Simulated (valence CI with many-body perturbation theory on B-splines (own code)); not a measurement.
E1 line list for Ba49+

Method: valence CI with perturbative core correlation (CI+MBPT): five valence electrons over a frozen Dirac-Fock core [He], radial functions for each j: 9 s, 9 p, 8 d, 6 f, 3 g, 1 h, with the one-electron correlation potential Σ1 (screened to all orders), the two-electron term Σ2, the three-electron term Σ3, Breit, model QED; selected single and double excitations, second order for the rest (own B-spline code, finite nucleus).

The last digits are not significant, and no measured levels were compared; by estimate large intervals hold to a few tenths of a per cent, small ones and those within an open d or f shell to about a per cent. Among the levels kept, up to 1200 cm⁻¹ of a level comes from second order outside the variational space, and about a tenth of that is noise between levels of different J, which matters for small intervals.

Lines 1 to 50 of 266 in falling wavelength, among levels below 5847.6 eV, chosen from the strongest by gf and those to the six lowest levels. Wavelengths and rates use the calculated energies. Electric multipoles are in the length gauge, E1 and E2 with the static RPA response of the core. Weak lines are less certain than strong ones. Lines between different terms over intervals too small for the method are left out, as are lines whose strength nearly cancels. The highest levels of a list are the least certain.

Levels are named by their leading jj configuration (3d3/2^4 stands for four electrons in 3d with j = 3/2), which in mixed levels can hold well under half, so a name can repeat and another be missing. Letters in brackets count levels of one name in rising energy.

```
λ vac (nm)                               Upper                               Lower   A (s⁻¹)  log gf  Branch %
     19.15      (2s^2 2p1/2 2p3/2 3p1/2) J=5/2     (2s^2 2p1/2 2p3/2 3s) J=3/2 [b]  2.37e+09   -1.11       0.4
     19.15  (2s 2p1/2^2 2p3/2 3p1/2) J=3/2 [b]     (2s 2p1/2^2 2p3/2 3s) J=3/2 [b]  2.71e+09   -1.22       0.0
     18.56  (2s 2p1/2^2 2p3/2 3p1/2) J=3/2 [b]         (2s 2p1/2^2 2p3/2 3s) J=1/2  2.37e+09   -1.31       0.0
     18.33  (2s 2p1/2^2 2p3/2 3p1/2) J=3/2 [a]         (2s 2p1/2^2 2p3/2 3s) J=5/2  2.97e+09   -1.22       0.0
     17.87          (2s^2 2p1/2^2 3p1/2) J=1/2             (2s^2 2p1/2^2 3s) J=1/2  6.15e+09   -1.23       1.0
     17.87      (2s^2 2p1/2 2p3/2 3p1/2) J=5/2         (2s^2 2p1/2 2p3/2 3s) J=5/2  2.94e+09   -1.07       0.5
     16.65  (2s^2 2p1/2 2p3/2 3p1/2) J=3/2 [a]     (2s^2 2p1/2 2p3/2 3s) J=3/2 [a]  3.59e+09   -1.22       0.8
     16.11          (2s^2 2p3/2^2 3p1/2) J=5/2             (2s^2 2p3/2^2 3s) J=3/2  3.42e+09   -1.10       0.0
     16.00      (2s 2p1/2^2 2p3/2 3d3/2) J=7/2      (2s 2p1/2^2 2p3/2 3p3/2) J=7/2  1.85e+09   -1.25       0.1
     15.28          (2s^2 2p3/2^2 3p1/2) J=3/2             (2s^2 2p3/2^2 3s) J=5/2  7.68e+09   -0.97       0.5
     14.74          (2s^2 2p3/2^2 3p1/2) J=5/2             (2s^2 2p3/2^2 3s) J=5/2  4.54e+09   -1.05       0.0
     14.31  (2s^2 2p1/2 2p3/2 3d5/2) J=7/2 [a]         (2s 2p1/2^2 2p3/2 3s) J=5/2  2.14e+09   -1.28       0.0
     13.00  (2s^2 2p1/2 2p3/2 3p1/2) J=3/2 [b]         (2s^2 2p1/2 2p3/2 3s) J=5/2  1.06e+10   -0.97       0.6
     12.72  (2s^2 2p1/2 2p3/2 3d5/2) J=3/2 [b]  (2s^2 2p1/2 2p3/2 3p3/2) J=1/2 [b]  6.35e+09   -1.21       0.0
     12.50      (2s 2p1/2^2 2p3/2 3d5/2) J=5/2  (2s 2p1/2^2 2p3/2 3p3/2) J=5/2 [a]  5.24e+09   -1.13       0.0
     12.35      (2s 2p1/2^2 2p3/2 3d5/2) J=9/2      (2s 2p1/2^2 2p3/2 3p3/2) J=7/2  1.74e+10   -0.40      48.3
     11.93  (2s^2 2p1/2 2p3/2 3d5/2) J=7/2 [b]  (2s^2 2p1/2 2p3/2 3p3/2) J=5/2 [b]  1.25e+10   -0.67       0.0
     11.73      (2s^2 2p1/2 2p3/2 3d5/2) J=9/2      (2s^2 2p1/2 2p3/2 3p3/2) J=7/2  1.87e+10   -0.41      67.5
     11.59      (2s 2p1/2^2 2p3/2 3d5/2) J=7/2  (2s 2p1/2^2 2p3/2 3p3/2) J=5/2 [a]  1.70e+10   -0.56       0.0
     11.55          (2s^2 2p1/2^2 3d5/2) J=5/2          (2s^2 2p1/2^2 3p3/2) J=3/2  1.96e+10   -0.63       0.0
     11.09      (2s 2p1/2^2 2p3/2 3d5/2) J=5/2  (2s 2p1/2^2 2p3/2 3p3/2) J=3/2 [a]  1.13e+10   -0.90       0.0
     11.04      (2s 2p1/2^2 2p3/2 3d5/2) J=3/2  (2s 2p1/2^2 2p3/2 3p3/2) J=3/2 [a]  9.37e+09   -1.16       0.0
     10.99  (2s^2 2p1/2 2p3/2 3d5/2) J=5/2 [a]  (2s^2 2p1/2 2p3/2 3p3/2) J=3/2 [a]  1.37e+10   -0.83       0.0
     10.94  (2s^2 2p1/2 2p3/2 3d5/2) J=7/2 [a]  (2s^2 2p1/2 2p3/2 3p3/2) J=5/2 [a]  1.63e+10   -0.63       0.1
     10.61  (2s^2 2p1/2 2p3/2 3d5/2) J=3/2 [a]  (2s^2 2p1/2 2p3/2 3p3/2) J=1/2 [a]  1.15e+10   -1.11       0.0
     10.43  (2s^2 2p1/2 2p3/2 3d5/2) J=5/2 [b]  (2s^2 2p1/2 2p3/2 3p3/2) J=3/2 [b]  1.06e+10   -0.98       0.0
     9.892  (2s^2 2p1/2 2p3/2 3d5/2) J=7/2 [b]      (2s^2 2p1/2 2p3/2 3p3/2) J=7/2  4.19e+09   -1.31       0.0
     9.202                (2s^2 2p3/2^3) J=3/2          (2s 2p1/2^2 2p3/2^2) J=1/2  4.65e+07   -3.63       3.2
     9.183  (2s^2 2p1/2 2p3/2 3d5/2) J=3/2 [b]  (2s^2 2p1/2 2p3/2 3p3/2) J=3/2 [a]  1.30e+10   -1.18       0.0
     7.596      (2s 2p1/2^2 2p3/2 3p3/2) J=7/2  (2s^2 2p1/2 2p3/2 3p3/2) J=5/2 [b]  1.34e+10   -1.03       0.6
     7.436  (2s 2p1/2^2 2p3/2 3p3/2) J=3/2 [a]     (2s 2p1/2^2 2p3/2 3s) J=3/2 [a]  4.99e+10   -0.78       0.0
     7.151      (2s 2p1/2^2 2p3/2 3d3/2) J=7/2  (2s^2 2p1/2 2p3/2 3d3/2) J=5/2 [b]  2.75e+10   -0.77       1.9
     7.089  (2s^2 2p1/2 2p3/2 3p3/2) J=3/2 [a]     (2s^2 2p1/2 2p3/2 3s) J=3/2 [b]  3.34e+10   -1.00       5.0
     6.975  (2s^2 2p1/2 2p3/2 3d3/2) J=5/2 [a]      (2s^2 2p1/2 2p3/2 3p1/2) J=5/2  1.14e+10   -1.30       0.0
     6.924  (2s^2 2p1/2 2p3/2 3p3/2) J=5/2 [a]     (2s^2 2p1/2 2p3/2 3s) J=3/2 [a]  5.09e+10   -0.66       0.6
     6.912  (2s 2p1/2^2 2p3/2 3p3/2) J=5/2 [a]     (2s 2p1/2^2 2p3/2 3s) J=3/2 [a]  6.00e+10   -0.59       0.1
     6.891  (2s^2 2p1/2 2p3/2 3d3/2) J=5/2 [b]  (2s^2 2p1/2 2p3/2 3p1/2) J=3/2 [b]  4.05e+10   -0.76       0.0
     6.836  (2s^2 2p1/2 2p3/2 3d3/2) J=3/2 [b]  (2s^2 2p1/2 2p3/2 3p1/2) J=3/2 [b]  4.28e+10   -0.92       0.0
     6.817  (2s^2 2p1/2 2p3/2 3p3/2) J=3/2 [b]     (2s^2 2p1/2 2p3/2 3s) J=3/2 [b]  1.89e+10   -1.28       0.1
     6.800  (2s 2p1/2^2 2p3/2 3p3/2) J=5/2 [b]     (2s 2p1/2^2 2p3/2 3s) J=3/2 [b]  1.17e+11   -0.31       0.2
     6.784      (2s 2p1/2^2 2p3/2 3p3/2) J=7/2         (2s 2p1/2^2 2p3/2 3s) J=5/2  1.07e+11   -0.23       5.2
     6.781  (2s 2p1/2^2 2p3/2 3p3/2) J=5/2 [a]  (2s^2 2p1/2 2p3/2 3p3/2) J=5/2 [b]  1.84e+10   -1.12       0.0
     6.775  (2s^2 2p1/2 2p3/2 3p3/2) J=1/2 [a]         (2s^2 2p1/2 2p3/2 3s) J=1/2  7.06e+10   -1.01       5.8
     6.766  (2s 2p1/2^2 2p3/2 3p3/2) J=1/2 [a]     (2s 2p1/2^2 2p3/2 3s) J=3/2 [a]  6.28e+10   -1.06       0.0
     6.648      (2s^2 2p1/2 2p3/2 3p3/2) J=7/2         (2s^2 2p1/2 2p3/2 3s) J=5/2  1.25e+11   -0.18      20.9
     6.638  (2s^2 2p1/2 2p3/2 3d3/2) J=1/2 [b]  (2s^2 2p1/2 2p3/2 3p1/2) J=3/2 [b]  5.55e+10   -1.13       0.0
     6.605      (2s 2p1/2^2 2p3/2 3d3/2) J=5/2  (2s 2p1/2^2 2p3/2 3p1/2) J=3/2 [a]  3.98e+10   -0.81       0.1
     6.588  (2s^2 2p1/2 2p3/2 3d3/2) J=3/2 [a]  (2s^2 2p1/2 2p3/2 3p1/2) J=3/2 [a]  3.68e+10   -1.02       0.0
     6.584      (2s 2p1/2^2 2p3/2 3d3/2) J=5/2      (2s 2p1/2^2 2p3/2 3p1/2) J=5/2  2.44e+10   -1.02       0.1
     6.547  (2s^2 2p1/2 2p3/2 3p3/2) J=3/2 [a]         (2s^2 2p1/2 2p3/2 3s) J=1/2  4.77e+10   -0.91       7.1
```
